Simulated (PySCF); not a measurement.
## TlGa and its ions

r²SCAN; basis Tl def2-SVP with ECP60, Ga def2-SVP; scalar-relativistic core potentials; PySCF 2.14. Neutral (UKS): triplet (σ ↑, π ↑), Re = 2.911 Å, ωe = 123 cm⁻¹, De = 1.42 eV, HOMO -3.69 eV, LUMO -3.18 eV.

TlGa⁺ (UKS): doublet (σ ↑), Re = 3.461 Å, ωe = 70.2 cm⁻¹. The energies at the minima are -2097.17399 hartree for TlGa and -2096.96524 for TlGa⁺.

Task: Work out the adiabatic ionisation energy, without and with harmonic zero-point energies (1 hartree = 27.2114 eV, 1 eV = 8065.5 cm⁻¹), and the change of the bond length.

Result: At r²SCAN: 0.20875 hartree = 5.680 eV between the minima; the zero-point term (70.2 − 123.0)/2 cm⁻¹ = -0.003 eV makes it 5.677 eV. Re changes by +55.0 pm against the neutral. The electron leaves a π orbital, and the ion is left as a loose complex of an ion and an atom.

These are scalar-relativistic numbers at best; spin–orbit coupling would shift them, the dissociation energy most. States were picked by a PBE0 search and need not be the measured ground states.
